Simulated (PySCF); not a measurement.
Te: excitation energy

Te [Kr] 4d10 5s2 5p4 (3P) → Te [Kr] 4d10 5s2 5p3 5d1 (5D), as a difference of total energies. All numbers are calculated (PySCF 2.14, a scalar-relativistic core potential, in aug-cc-pVQZ-PP with ECP28MDF). Correlated levels: valence: 4s2 4p6 4d10 frozen. The calculations carry no spin-orbit coupling.

| method | excitation energy (eV) | error (eV) |
| --- | --- | --- |
| UHF | 6.142 | -0.513 |
| LDA | 6.784 | +0.129 |
| PBE | 6.505 | -0.150 |
| PBE0 | 6.599 | -0.056 |
| r2SCAN | 6.705 | +0.050 |
| LC-wPBE | 6.915 | +0.260 |
| r2SCANh | 6.720 | +0.065 |
| B2PLYP | 6.822 | +0.167 |
| r2SCAN0 | 6.742 | +0.087 |
| MP2 (valence) | 6.629 | -0.026 |
| SCS-MP2 (valence) | 6.819 | +0.164 |

Reference: 6.655 eV (measured; NIST levels, between the centres of gravity of the two terms).

Errors of the correlated levels include the incompleteness of this basis and the frozen core.

The promoted electron is Rydberg-like, and one or two diffuse shells describe it only roughly, which tends to raise the upper state.
